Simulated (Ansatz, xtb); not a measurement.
## BClFH3Si: 7 structures ranked

7 gas-phase structures of BClFH3Si, found in a search over its isomers (lower ones may exist). Each was relaxed with GFN2-xTB; where two conformers were screened, the lower at r2SCAN-D4/def2-SVP is listed:

A. `B[Si@H](F)Cl`, a singlet
B. `FB([SiH3])Cl`, a singlet
C. `FB[SiH2]Cl`, a singlet
D. a singlet given by its coordinates
E. `F[BH2-][SiH+]Cl`, a singlet
F. `F[SiH2]BCl`, a singlet
G. `[BH3-][Si+](F)Cl`, a singlet

D (Å):

```json
{"atom": "B", "x (Å)": "0.3597", "y (Å)": "-0.3857", "z (Å)": "0.8929"}
{"atom": "Cl", "x (Å)": "-0.6394", "y (Å)": "-1.2936", "z (Å)": "-0.5721"}
{"atom": "F", "x (Å)": "1.4517", "y (Å)": "0.5633", "z (Å)": "-1.8416"}
{"atom": "Si", "x (Å)": "0.3452", "y (Å)": "0.7306", "z (Å)": "-0.6692"}
{"atom": "H", "x (Å)": "1.3239", "y (Å)": "-1.0125", "z (Å)": "1.1430"}
{"atom": "H", "x (Å)": "-0.3871", "y (Å)": "-0.1739", "z (Å)": "1.7755"}
{"atom": "H", "x (Å)": "-0.6214", "y (Å)": "1.5432", "z (Å)": "-1.3907"}
```

Close contacts (Å): B1–Cl2 1.99, B1–Si4 1.92, Cl2–Si4 2.25, F3–Si4 1.62, B1–H5 1.18, B1–H6 1.18, Si4–H7 1.45.

Task: Make a reasoned guess at their ranking by r2SCAN-D4/def2-SVP single-point energy.

Result: Calculated order at r2SCAN-D4/def2-SVP: B (0.0), C (9.1), F (15.1), A (16.3), G (17.7), D (19.8), E (43.2) kcal/mol.

Energies above the lowest of each column, in kcal/mol; the last columns are at PBE0-D3(BJ)/def2-SVP geometries and were run for some of them only (a dash: not run or not comparable):

```csv
structure,GFN2-xTB,HF/STO-3G,r2SCAN-D4/def2-SVP,PBE0-D3(BJ)/def2-SVP,CCSD(T)/def2-TZVP
B,14.8,0.5,0.0,0.0,0.0
C,5.6,0.0,9.1,7.7,4.2
F,3.3,40.8,15.1,13.5,–
A,0.9,34.0,16.3,14.8,–
G,0.6,49.7,17.7,14.3,–
D,0.0,44.2,19.8,–,–
E,14.8,61.1,43.2,–,–
```

CCSD(T)/def2-TZVP puts B lowest of those it was run on; GFN2-xTB picks D, HF/STO-3G picks C. Flexible structures stand in one conformer each, not always the lowest. Frequencies (PBE0-D3(BJ)/def2-SVP) were run for B, C alone.

Over these structures GFN2-xTB departs from r2SCAN-D4/def2-SVP by 9.9 kcal/mol on average once a common shift is removed. A GFN2-xTB relaxation took about 0.38 s and the r2SCAN-D4/def2-SVP energy about 4.5 s on a shared host (Ansatz 0.2.0, xtb 6.7.1).
